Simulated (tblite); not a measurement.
Species: C₃H₁₀FOSi₂ (doublet state).
Cartesian coordinates in Å at the GFN2-xTB level; atoms count from 1:
```
atom  x, y, z in Å
C1    -0.958   -1.079   -0.793
C2    -0.951    0.375   -0.693
C3    -2.312    0.977   -0.361
Si4    0.327    0.768    0.710
O5     1.776    0.133    0.336
Si6    2.803   -0.911   -0.328
F7     2.589   -0.866   -1.919
H8    -0.251   -1.590   -1.418
H9    -1.617   -1.663   -0.181
H10   -0.567    0.817   -1.618
H11   -3.020    0.781   -1.165
H12   -2.236    2.054   -0.223
H13   -2.708    0.543    0.554
H14   -0.100    0.131    1.954
H15    0.608    2.197    0.845
H16    2.485   -2.268    0.068
H17    4.128   -0.387   -0.071
```

Structure optimised with GFN2-xTB, isolated species. This method treats the open shell by occupation alone, without spin polarisation.

Masses are those of the commonest isotopes; rigid-rotor values at the optimised geometry. The values belong to one conformer with, in the numbering `[CH2:1][C@@H:2]([CH3:3])[SiH2:4][O:5][SiH2:6][F:7]`, H–C1–C2–C3 152° and -33°, C1–C2–Si4–O5 57°, C2–Si4–O5–Si6 -30°, Si4–O5–Si6–F7 61°.

(1) What are A, B and C (cm⁻¹)?

(2) What kind of rotor is it?

(3) What does the inertial defect say?

(4) Give the other two planar moments, Paa and Pbb, and the rms extents of the mass along the axes.

(5) Where do the levels up to J = 3 lie, in MHz?

## Answers

(1) Ia = 155.73, Ib = 523.95, Ic = 613.73 u·Å²; 505379 MHz·u·Å²/I gives 3245, 964.6 and 823.5 MHz, that is A = 0.10825, B = 0.03217, C = 0.02747 cm⁻¹.

(2) An asymmetric top: κ = (2 × 964.6 − 3245 − 823.5)/(3245 − 823.5) = -0.88.

(3) Not planar: Δ = Ic − Ia − Ib = -65.95 u·Å². For a rigid frame Δ = −2 Σ m c², so Σ m c² = 32.98 u·Å² lies off the ab plane: 12.91 from hydrogen and 20.07 from heavier atoms. The atom farthest from that plane is 1.79 Å away.

(4) Paa = Σ m a² = (Ib + Ic − Ia)/2 = 490.97 and Pbb = Σ m b² = (Ia + Ic − Ib)/2 = 122.75 u·Å². With the mass M = 137.03 u, the rms extents √(P/M) along a, b and c are 1.89, 0.95, 0.49 Å.

(5) Above 0(0,0):
J = 1: 1(0,1) 1788, 1(1,1) 4069, 1(1,0) 4210
J = 2: 2(0,2) 5358, 2(1,2) 7504, 2(1,1) 7927, 2(2,1) 14769, 2(2,0) 14775
J = 3: 3(0,3) 10696, 3(1,3) 12652, 3(1,2) 13499, 3(2,2) 20133, 3(2,1) 20165, 3(3,1) 31893, 3(3,0) 31893

For this open shell read J as N, the rotation without spin; fine and hyperfine splittings come on top. Its GFN2-xTB frequencies are all real (lowest 24 cm⁻¹). No vibrational averaging or centrifugal distortion is included, and the geometry carries the error of its method.

These are computed values.
